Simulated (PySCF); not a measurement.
Some computed properties have been withheld. Give your best values.

Species: C5H6O2.
Numbering: `[CH2:1]=[CH:2][O:3][C:4](=[O:5])[CH:6]=[CH2:7]` (hydrogens: H8, H9 on C1; H10 on C2; H11 on C6; H12, H13 on C7)

Conformer (atom-mapped SMILES and torsion angles): `[CH2:1]=[CH:2][O:3][C:4](=[O:5])[CH:6]=[CH2:7]`: C1–C2–O3–C4 180°, C2–O3–C4–O5 0°, O3–C4–C6–C7 180°.

```json
{"property": "point group of the GFN2-xTB geometry", "level": "GFN2-xTB", "value": "?"}
{"property": "rotational constants A, B, C of the GFN2-xTB geometry", "level": "GFN2-xTB", "value": "?"}
{"property": "dipole moment", "level": "wB97X-D/def2-SVPD", "value": "?"}
{"property": "HOMO energy", "level": "wB97X-D/def2-SVPD", "value": "-9.33 eV"}
{"property": "LUMO energy", "level": "wB97X-D/def2-SVPD", "value": "?"}
{"property": "lowest singlet excitation", "level": "TDDFT wB97X-D/def2-SVPD", "value": "5.05 eV (246 nm, f = 0.000)"}
{"property": "strongest line among the 8 lowest singlet transitions", "level": "TDDFT wB97X-D/def2-SVPD", "value": "S2 at 5.76 eV (215 nm, f = 0.395)"}
{"property": "lowest triplet excitation (Tamm–Dancoff)", "level": "TDA wB97X-D/def2-SVPD", "value": "3.95 eV"}
{"property": "static isotropic polarisability", "level": "wB97X-D/def2-SVPD", "value": "?"}
{"property": "electronic spatial extent ⟨r²⟩ about the centre of nuclear charge", "level": "wB97X-D/def2-SVPD", "value": "?"}
```

Electronic properties: PySCF, gas phase, density fitting.

(1) What are the rotational constants A, B, C of the GFN2-xTB geometry?

(2) Give the electronic spatial extent ⟨r²⟩ about the centre of nuclear charge.

(3) The dipole moment?

(4) What is the LUMO energy?

(5) The point group of the GFN2-xTB geometry?

(6) Give the static isotropic polarisability.

## Answers

(1) 9.284, 1.441, 1.247 GHz.

(2) 920 bohr².

(3) 1.79 D.

(4) 0.01 eV.

(5) Cs.

(6) 71.9 au.

With B = h/(8π²I), that is 505.379 GHz u Å² over I, the principal moments of inertia are 54.4, 350.8 and 405.2 u Å² (most abundant isotopes). The largest Löwdin shares of the HOMO are 0.36 on C1, 0.27 on C2 and 0.19 on O3. The polarisability is 10.65 Å³ as a volume (1 au = 0.148185 Å³), or 1.38 au for each of the 52 electrons.

One conformer stands for the species.
